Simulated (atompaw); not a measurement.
# What one change does to a pseudopotential (W (Z = 74), PAW (atompaw))

atompaw 4.2.0.5 input, output lines left out:

```
W 74
GGA-PBE loggrid 2001 logderivrange -5 5 251
6 6 5 4 0 0
6 1 0
5 2 4
0 0 0
c
c
c
c
c
v
c
c
c
c
v
c
c
v
v
3
3.00 2.95 2.25 2.40
y
3.55
n
y
0.35
n
y
0.5
n
y
-0.75
n
custom rrkj gramschmidtortho sinc
bessel
3.00
3.00
3.00
3.00
3.00
3.00
1.30
1.30
```

Change: wave 6s (bound): rc 3.00 bohr becomes 6s (bound): rc 2.38 bohr.

Cutoffs: the cutoffs (Ry, on a coarse ladder) from which the occupation-weighted sum of valence levels, in a spherical-Bessel basis at the reference potential, stays within 10 and 1 mRy of its value at 400 Ry; they do not see the model core or the augmentation charge, which bear on the density cutoff.

What does the change do?

The potential gets neither clearly harder nor softer (110 Ry and 180 Ry → 110 Ry and 180 Ry); a bound ghost appears in s, which as a rule spoils a file.

| quantity | base | changed |
| --- | --- | --- |
| cutoff, loose | 110 Ry | 110 Ry |
| cutoff, tight | 180 Ry | 180 Ry |
| loose cutoff by channel (10 mRy a level) | s 6 Ry, d 8 Ry, f 80 Ry | s 18 Ry, d 8 Ry, f 80 Ry |
| bound ghosts | none | s |
| s: phases at 3.01 bohr within 0.05 rad from the reference energy up to (Ry; the scan ends near 5) | 3.8 | to the end of the scan |
| p: phases at 3.01 bohr within 0.05 rad from the reference energy up to (Ry; the scan ends near 5) | 1.1 | 1.1 |
| d: phases at 3.01 bohr within 0.05 rad from the reference energy up to (Ry; the scan ends near 5) | 1.8 | 1.8 |
| f: phases at 3.01 bohr within 0.05 rad from the reference energy up to (Ry; the scan ends near 5) | 3.7 | 3.7 |
| lowest overlap eigenvalue by channel | s 0.68, p 0.60, d 0.14, f 0.99 | s 0.11, p 0.60, d 0.14, f 0.99 |

 A true bound ghost makes a file unfit for plane-wave use even where its test errors are small: the radial tests pick states by their node count and pass the ghost by. The cutoffs see the waves, projectors and local potential, not the compensation charge or the core.
